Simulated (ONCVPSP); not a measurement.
**Which change was made? (Al, ONCV)**

```json
{
 "Element": "Al (Z = 13)",
 "Generator": "ONCVPSP 4.0.1",
 "Type": "optimised norm-conserving Vanderbilt (ONCV)",
 "Functional": "PW91",
 "Relativity": "scalar-relativistic",
 "Frozen core": "[Ne]",
 "Valence charge": "3",
 "Reference configuration": "3s2 3p1",
 "Partial waves": "3s: rc 2.25 bohr, ncon 4, nbas 8, qcut 3.6 1/bohr, 2 projectors, debl 2 Ha; 3p: rc 2.90 bohr, ncon 3, nbas 8, qcut 2.7 1/bohr, 2 projectors, debl 1.1 Ha",
 "Local potential": "polynomial inside 2.20 bohr (lpopt 5, dvloc0 0 Ha)",
 "Core correction": "Teter function fitted to the true core (icmod 2), fcfact 0.15"
}
```

Cutoffs, loose and tight: the cutoffs (Ha) at which the residual kinetic energy of the hardest occupied pseudo-wave falls to 1 and 0.1 mHa per electron. They do not see the model core or the augmentation charge, which bear on the density cutoff. Test errors are all-electron minus pseudo excitation energies from the reference, over the configurations 3s2 3p0; 3s1 3p0; 3s2 3p0.5; 3s0 3p3; variants that change the core or the reference have their own tests.

The base gives: outcome: generated; cutoff, loose: 5.0 Ha; cutoff, tight: 7.6 Ha; bound ghosts: none; GHOST(+) flags above zero: s; largest test error (meV): +11.

Problem. After one change the result is: outcome: generated, projector energies reset by the program; cutoff, loose: 5.1 Ha; cutoff, tight: 8.1 Ha; bound ghosts: none; GHOST(+) flags above zero: s; largest test error (meV): +11. Which change was it?
A. reference 3s2; wave 3p: rc 2.90 bohr, ncon 3, nbas 8, qcut 2.7 1/bohr, 2 projectors, debl 1.1 Ha becomes p scattering state at 0.13 Ha: rc 2.90 bohr, ncon 3, nbas 8, qcut 2.7 1/bohr, 2 projectors, debl 1.1 Ha
B. functional PBE
C. core correction polynomial model core, fcfact 0.35

Solution. A. The others give: functional PBE → outcome: generated; cutoff, loose: 5.0 Ha; cutoff, tight: 7.5 Ha; bound ghosts: none; GHOST(+) flags above zero: s; largest test error (meV): +26 | core correction polynomial model core, fcfact 0.35 → outcome: generated; cutoff, loose: 5.0 Ha; cutoff, tight: 7.6 Ha; bound ghosts: none; GHOST(+) flags above zero: s; largest test error (meV): -3.1.
